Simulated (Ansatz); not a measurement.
`[CH3][GaH][GeH2][C]#N`, charge 0, multiplicity 1.

**Question.** Give a relaxed structure at PBE0-D4/def2-TZVP (the Gaussian-basis code of Ansatz). (Estimate.)

**Answer.** Computed: 
```xyz
11

C    -1.4059   -0.2965    1.4124
Ga   -1.0930   -0.4245   -0.5165
Ge    1.1158    0.1925   -1.4115
C     2.1929    0.7672    0.0895
N     2.7563    1.0923    1.0411
H    -0.5572    0.1430    1.9359
H    -1.5900   -1.2966    1.8161
H    -2.3009    0.2992    1.6094
H    -2.1769   -0.9117   -1.5445
H     1.9220   -0.9505   -2.0507
H     1.1369    1.3856   -2.3813
```
This is one stationary point; other conformers may exist.
